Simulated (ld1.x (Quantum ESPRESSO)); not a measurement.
## Which change was made? (In, TM)

- Element: indium
- Generator: ld1.x (Quantum ESPRESSO) 7.5
- Type: norm-conserving Troullier–Martins (Kleinman–Bylander form)
- Functional: LDA (PZ)
- Relativity: fully relativistic
- Frozen core: [Kr]
- Valence charge: 13
- Reference configuration: 4d10 5s2 5p0 (charge +1)
- Partial waves: 5p (bound, empty): rc 2.00 bohr; 4d (bound): rc 1.75 bohr; 5s (bound): rc 1.95 bohr
- Local potential: the s channel
- Core correction: none

Open shells are filled in proportion to 2j + 1 (rel_dist='average').

Cutoffs, loose and tight: the cutoffs (Ry, on a coarse ladder) from which the occupation-weighted sum of valence levels, in a spherical-Bessel basis at the reference potential, stays within 10 and 1 mRy of its value at 400 Ry. They do not see the model core or the augmentation charge, which bear on the density cutoff. Test errors are all-electron minus pseudo excitation energies from the reference, over the configurations 4d10 5s2 5p1; 4d10 5s1 5p0; 4d10 5s0 5p0; 4d9 5s2 5p1; 4d10 5s1 5p1; 4d9 5s0 5p0; 4d10 5s0 5p3; variants that change the core or the reference have their own tests. The largest error is taken over the tests solved by every variant that gives reliable tests at all, those not shown here included: 4d10 5s0 5p3; 4d10 5s1 5p0; 4d10 5s1 5p1; 4d10 5s2 5p1; 4d9 5s0 5p0; 4d9 5s2 5p1.

The base gives: outcome: generated; cutoff, loose: 70 Ry; cutoff, tight: 120 Ry; bound ghosts: none; largest test error (meV): -212.

Question: After one change the result is: outcome: generated; cutoff, loose: 70 Ry; cutoff, tight: 140 Ry; bound ghosts: p1/2; largest test error (meV): -175. Which change was it?
A. wave 5s (bound): rc 1.95 bohr becomes 5s (bound): rc 2.96 bohr
B. wave 5s (bound): rc 1.95 bohr becomes 5s (bound): rc 1.30 bohr
C. wave 5s (bound): rc 1.95 bohr becomes 5s (bound): rc 1.60 bohr

Answer: C. The others give: wave 5s (bound): rc 1.95 bohr becomes 5s (bound): rc 2.96 bohr → outcome: generated; cutoff, loose: 70 Ry; cutoff, tight: 110 Ry; bound ghosts: none; largest test error (meV): -593 | wave 5s (bound): rc 1.95 bohr becomes 5s (bound): rc 1.30 bohr → outcome: failed: the pseudo-atom did not reach self-consistency.
